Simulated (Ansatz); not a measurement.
System: TiO2 (charge 0, singlet). 
Structure (B3LYP-D3(BJ)/def2-TZVP (Ansatz, a quantum-chemistry and plane-wave program) minimum search):
```xyz
3

Ti    -0.0625    -0.3500    -0.1518
O      1.1230     0.6689    -0.6508
O     -0.9511     0.2935     1.0684
```

Property: vertical triplet-singlet gap (E(triplet) - E(singlet); each state is the SCF solution reached for its spin; the UHF <S^2> is 2.33 for the triplet (pure: 2.00); for the triplet the Hartree-Fock reference is unstable and T1 is 0.071; for the singlet T1 is 0.040), in eV. Valence correlation only, unless marked. UHF or UKS for open shells. Spin-orbit coupling is left out. Frozen are the shells of the preceding noble gas and the d and f shells that filled before the atom's block. Non-relativistic. 

| level | program | vertical triplet-singlet gap (eV) |
|---|---|---|
| HF/def2-SVPD | Ansatz | 0.87 |
| HF/def2-QZVPPD | Ansatz | 0.83 |
| SVWN5/def2-TZVPD | Ansatz | 2.54 |
| PBE/def2-TZVPD | Ansatz | 2.37 |
| r2SCAN/def2-TZVPD | Ansatz | 2.30 |
| B3LYP/def2-TZVPD | Ansatz | 2.25 |
| BHLYP/def2-TZVPD | Ansatz | 1.95 |
| wB97M-V/def2-TZVPD | Ansatz | 2.49 |
| wB97X-V/def2-TZVPD | Ansatz | 2.50 |
| RI-MP2/def2-QZVPPD | Ansatz | 4.34 |
| SCS-MP2/def2-SVPD | Ansatz | 4.53 |
| CCSD/def2-SVPD | Ansatz | 2.28 |
| CCSD/def2-TZVPPD | Ansatz | 2.20 |
| CCSD(T)/def2-TZVPPD | Ansatz | 2.64 |
